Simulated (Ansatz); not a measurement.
Geometry optimisation, RKS B3LYP-D4/6-31G* (Ansatz).

Input:

```yaml
crystal:
  periodic: [false, false, false]
  atoms:
    - { symbol: B, position_ang: [0.0, 0.0, 0.0] }
    - { symbol: H, position_ang: [0.0, 0.0, 1.54] }
    - { symbol: O, position_ang: [1.2211, 0.0, -0.705] }
    - { symbol: H, position_ang: [1.5209, -0.9519, -0.8599] }
    - { symbol: Cl, position_ang: [-1.6108, 0.0, -0.93] }
    - { symbol: S, position_ang: [-0.2739, 2.0601, 0.6906] }
    - { symbol: H, position_ang: [-1.575, 2.4834, 0.394] }
    - { symbol: H, position_ang: [-0.1153, 0.8675, 1.6662] }
basis:
  gaussian: { orbitals: "6-31G*" }
hamiltonian:
  xc: b3lyp
  dispersion: d4
relax:
  f_tol: 0.15
  max_steps: 25
  restrain:
    - { distance: [0, 5], at: 3.09, k: 30.0 }
    - { distance: [7, 1], at: 1.86, k: 30.0 }
    - { distance: [0, 1], at: 1.19, k: 30.0 }
    - { distance: [7, 5], at: 1.4, k: 30.0 }
```

Run as:

```bash
$ ansatz run input.yaml --threads 1 --pin off --max-ram 2048MiB --backend cpu --events-out ev --progress --plain --runs-dir out
```

Question: Where does it end, and by what steps?

Answer: It converged. The restraints hold the end off the free minimum; the threshold counts their pulls, which the force column leaves out. Restrained pairs: B1–S6 (2.19 → 3.10 Å), H2–H8 (0.88 → 1.87 Å), B1–H2 (1.54 → 1.19 Å), S6–H8 (1.55 → 1.38 Å). After 12 steps the energy has fallen by 3.398 eV (the restraints' own energy left out); H4 moved furthest, 0.73 Å.

| step | energy less start (eV) | largest force component (eV/Å) | accepted |
| --- | --- | --- | --- |
| 0 | 0.0000 | 3.657 | yes |
| 1 | -0.9920 | 2.450 | yes |
| 2 | -1.9187 | 2.208 | yes |
| 3 | -2.5319 | 2.102 | yes |
| 4 | -2.8102 | 1.319 | yes |
| 5 | -2.9390 | 1.348 | yes |
| 6 | -2.9620 | 2.757 | yes |
| 7 | -3.3205 | 0.946 | yes |
| 8 | -3.3824 | 0.906 | yes |
| 9 | -3.3933 | 0.819 | yes |
| 10 | -3.3944 | 0.825 | yes |
| 11 | -3.3829 | 1.011 | no |
| 12 | -3.3977 | 0.893 | yes |

```xyz
8
Properties=species:S:1:pos:R:3
B -0.108 -0.351 -0.134
H -0.041 -0.439 1.052
O 0.957 -0.381 -0.955
H 1.794 -0.405 -0.467
Cl -1.723 -0.292 -0.872
S -0.087 2.511 1.055
H -1.292 2.515 0.448
H -0.334 1.302 1.669
```

Run time: 42 s on 1 thread of Intel(R) Xeon(R) Platinum 8488C (Sapphire Rapids), on a shared host, peak memory 0.19 GiB.
